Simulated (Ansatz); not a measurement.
The same ligand exchange along the group B, Ga, In.

Calculated with Ansatz (gas phase, PBE0-D4/def2-TZVP geometries, no zero-point term in ΔE). CCSD(T)/CBS adds triple-zeta CCSD(T) − MP2 to the extrapolated MP2 energy (def2 sets, frozen cores). This one scheme is used for every species. def2 core potentials past Kr. For Ga, I, In outer-core shells are correlated without core-valence functions, which leaves a few kJ/mol of doubt a bond. Scalar relativity is left out up to krypton. One conformer a species, not always the lowest.

Problem. Order these by ΔE at CCSD(T)/CBS, lowest first. (Estimate.)
A. `FC[SiH2][InH2]` + HI → `FC[SiH2]I` + `[InH3]`
B. `FC[SiH2][GaH2]` + HI → `FC[SiH2]I` + `[GaH3]`
C. `B[SiH2]CF` + HI → `FC[SiH2]I` + BH₃

Solution. C (-106.6 kJ/mol), B (-63.8 kJ/mol), A (-47.9 kJ/mol).

Largest T1 diagnostic: 0.014, for `[InH3]`.
